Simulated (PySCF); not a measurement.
Some computed properties have been withheld. Give your best values.

Compound: C3H10N3Si2 (doublet state).
SMILES with atom numbers: `[NH2:1][CH2:2][C:3]#[C:4][Si@@H:5]([NH2:6])[SiH:7][NH2:8]` (hydrogens: H9, H10 on N1; H11, H12 on C2; H13 on Si5; H14, H15 on N6; H16 on Si7; H17, H18 on N8)

Conformer (atom-mapped SMILES and torsion angles): `[NH2:1][CH2:2][C:3]#[C:4][Si@@H:5]([NH2:6])[SiH:7][NH2:8]`: C4–Si5–Si7–N8 162°, H–N1–C2–C3 59°, H–N1–C2–C3 -59°, H–N6–Si5–C4 71°, H–N6–Si5–C4 -66°, H–N8–Si7–Si5 53°, H–N8–Si7–Si5 -165°.

```csv
property,level,value
point group of the GFN2-xTB geometry,GFN2-xTB,C1
"rotational constants A, B, C of the GFN2-xTB geometry",GFN2-xTB,?
isotropic g value,"unrestricted B3LYP/pcH-1, mean-field spin–orbit",2.00294
spin squared ⟨S²⟩,unrestricted B3LYP/pcH-1,?
largest isotropic hyperfine couplings (means over sets of like nuclei),"unrestricted B3LYP/pcH-1, mean-field spin–orbit",?
```

Gas-phase values; electronic properties from PySCF, density fitting. One conformer (not necessarily the lowest) at the GFN2-xTB geometry, without solvent or vibrations. Hyperfine couplings depend on the geometry, which wasn't re-optimised at a DFT level. Couplings of like nuclei are plain means over topologically equivalent atoms, as if these changed places fast (by rotation of a methyl-like group, say); in this geometry the members of some sets differ.

Problem. The largest isotropic hyperfine couplings (means over sets of like nuclei)?

Solution. 29Si -367.0 (Si7), 29Si -113.6 (Si5), 1H +52.1 (H16), 1H +45.8 (H13), 1H -11.6 (H17/H18) MHz.

Problem. What are the rotational constants A, B, C of the GFN2-xTB geometry?

Solution. 2.363, 0.577, 0.503 GHz.

Problem. What is the spin squared ⟨S²⟩?

Solution. 0.753.

The rotational constants make it an asymmetric top with κ = (2B − A − C)/(A − C) = -0.92, nearer the prolate limit (−1). With B = h/(8π²I), that is 505.379 GHz u Å² over I, the principal moments of inertia are 213.9, 875.2 and 1005.7 u Å² (most abundant isotopes). At 9.50 GHz, hν = g·μB·B₀ (B₀ the magnetic field) puts the centre of the isotropic spectrum, to first order, at 338.9 mT. g_iso is shifted by about +620 ppm from the free-electron value 2.002319. ⟨S²⟩ is 0.003 above the pure-spin value S(S + 1) = 0.75.
